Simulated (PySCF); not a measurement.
B(F)(Me)(Et) (C3H8BF), SMILES C(B(C)F)C. Atoms are numbered in the order given.

```xyz
13

B      0.2480     0.2191     0.4429
F      0.5990    -0.9983     0.8821
C      0.6926     1.4463     1.3168
H      1.7940     1.4606     1.4046
H      0.3110     1.3345     2.3474
H      0.3628     2.4193     0.9242
C     -0.5693     0.3267    -0.8957
C     -0.8983    -0.9809    -1.6200
H     -0.0103     1.0188    -1.5571
H     -1.4922     0.8936    -0.6587
H     -1.4910    -1.6546    -0.9808
H      0.0178    -1.5273    -1.8956
H     -1.4730    -0.8084    -2.5440
```
Charge 0, spin multiplicity 1.

Coordinates come from a B3LYP-D3(BJ)/def2-SVP optimisation. Other conformers were not sampled.

Level of theory: PBE/def2-TZVP run with PySCF.

ESP charges are fitted to the potential on shells at 1.4 to 2.0 van der Waals radii. Atomic charges (e):

| atom | IAO | Löwdin | Mulliken | ESP fit |
|---|---|---|---|---|
| B1 | 0.52 | -0.70 | 0.28 | 0.63 |
| F2 | -0.30 | 0.34 | -0.21 | -0.30 |
| C3 | -0.61 | -0.27 | -0.44 | -0.86 |
| H4 | 0.17 | ___ | 0.14 | 0.21 |
| H5 | 0.17 | ___ | 0.14 | 0.21 |
| H6 | 0.15 | ___ | 0.13 | 0.17 |
| C7 | -0.43 | ___ | -0.30 | -0.02 |
| C8 | -0.42 | ___ | -0.34 | -0.34 |
| H9 | 0.16 | 0.17 | 0.12 | 0.02 |
| H10 | 0.16 | 0.17 | 0.12 | 0.02 |
| H11 | 0.14 | ___ | 0.12 | 0.08 |
| H12 | 0.14 | ___ | 0.12 | 0.08 |
| H13 | 0.14 | ___ | 0.12 | 0.09 |

Complete the blanks. (The exact figures need the calculation; the answer reports its results.)


- H4, Löwdin: 0.16
- H5, Löwdin: 0.16
- H6, Löwdin: 0.14
- C7, Löwdin: -0.25
- C8, Löwdin: -0.31
- H11, Löwdin: 0.13
- H12, Löwdin: 0.13
- H13, Löwdin: 0.12

Give the Mayer and Wiberg (Löwdin basis) orders of the bonds. (Estimate from the structure and the level; the computed values follow.)


```csv
bond,Mayer,Wiberg
B1–F2,1.27,2.05
B1–C3,1.05,1.33
C3–H4,0.93,0.85
C3–H5,0.94,0.85
C3–H6,0.95,0.87
B1–C7,1.05,1.25
C7–C8,1.00,1.27
C7–H9,0.92,0.79
C7–H10,0.92,0.79
C8–H11,0.97,0.90
C8–H12,0.97,0.90
C8–H13,0.97,0.91
```
